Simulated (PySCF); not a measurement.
C5H8Si.

```xyz
14

C      1.8292     1.7898     0.4252
C      1.4434     0.6434     0.4482
C      0.9531    -0.7228     0.4774
C      0.5589    -1.4148    -0.8013
C     -0.5121    -1.0026     0.1761
Si    -1.6909     0.4005    -0.2241
H      2.1750     2.8082     0.4038
H      1.4147    -1.3475     1.2494
H      0.8009    -2.4777    -0.8905
H      0.6597    -0.8437    -1.7293
H     -0.9431    -1.8149     0.7727
H     -1.1312     1.2409    -1.3200
H     -1.9463     1.2473     0.9772
H     -2.9912    -0.1781    -0.6791
```
Charge 0, spin multiplicity 1.

Geometry: ωB97X-D3(BJ)/def2-SVP. The structure was generated by enumeration; whether it is a known compound was not checked.

All values below come from PySCF with PBE/pcSseg-1. Non-relativistic, no solvent.

Computed absolute GIAO shielding of each atom: isotropic value and principal components (ppm):
```tsv
atom	σ(iso)	σ11	σ22	σ33	span
C1	111.5	33.0	41.8	259.7	226.7
C2	93.1	-9.3	-1.3	289.9	299.1
C3	170.9	141.1	157.1	214.4	73.4
C4	162.0	135.0	157.1	194.1	59.2
C5	178.0	147.1	175.0	211.9	64.8
Si6	397.1	354.5	385.3	451.5	97.0
H7	29.6	24.2	24.6	40.1	15.9
H8	29.6	22.0	27.4	39.3	17.3
H9	30.1	24.8	26.0	39.6	14.8
H10	30.6	25.5	28.7	37.6	12.0
H11	31.2	24.4	27.6	41.6	17.2
H12	27.5	24.0	26.4	32.0	8.0
H13	26.9	23.5	25.1	32.2	8.6
H14	27.0	24.0	24.8	32.4	8.4
```
